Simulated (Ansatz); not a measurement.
`O=C[O][SnH3]` + HBr → `[Br][SnH3]` + `O=CO` at 298.15 K and 1 bar (ligand exchange at the Sn–O bond).

Isolated molecules relaxed with PBE0-D4/def2-TZVP in Ansatz; ΔE leaves out vibrations. CCSD(T)/CBS is the MP2 limit (def2-TZVPP, def2-QZVPP) plus CCSD(T) − MP2 in def2-TZVPP, frozen cores. This one scheme is used for every species. def2 core potentials past Kr. For Br, Sn outer-core shells are correlated without core-valence functions, which leaves a few kJ/mol of doubt a bond. Scalar relativity is left out up to krypton. Each species was taken in one conformer, which may not be the lowest.

```csv
species,CCSD(T)/CBS energy (Eh),H − E (kJ/mol),S (J/(mol·K))
`O=C[O][SnH3]`,-404.83174,133.8,324.7
HBr,-2573.91920,24.6,198.6
`[Br][SnH3]`,-2789.16986,68.5,287.6
`O=CO`,-189.60296,100.2,248.1
```

H − E and S are ideal-gas, rigid-rotor, harmonic terms from PBE0-D4/def2-TZVP, for one conformer and one mirror image of each species. 1 Eh = 2625.50 kJ/mol, R = 8.31446 J/(mol·K).

Question: By hand: ΔE, ΔH, ΔS and ΔG.

Answer: ΔE = (-2789.16986) + (-189.60296) − (-404.83174) − (-2573.91920) = -0.02188 Eh = -57.4 kJ/mol. Δ(H − E) = 68.5 + 100.2 − 133.8 − 24.6 = 10.3, so ΔH = -47.1 kJ/mol. ΔS = 287.6 + 248.1 − 324.7 − 198.6 = 12.4 J/(mol·K). ΔG = -47.1 − 298.15 × (12.4)/1000 = -50.8 kJ/mol.

Question: By hand: the equilibrium constant, and the temperature at which ΔG would vanish if ΔH and ΔS stayed fixed.

Answer: log₁₀ K = −ΔG/(RT ln 10) = 8.9. ΔH and −TΔS have one sign here, so there is no such temperature.

The number of gas molecules stays the same, so ΔS is small and ΔH decides. A doubt of 5 kJ/mol in ΔE shifts log₁₀ K by 0.9 here. Other conformers and mirror images would add mixing entropy, several J/(mol·K) or more a flexible species. These are equilibria of isolated gas molecules and say nothing of rates. Largest T1 diagnostic: 0.017 (customary marks: 0.02 for closed shells, 0.045 for open ones).

ΔS is within the doubt of such terms, so its sign, and with it that verdict, could turn.
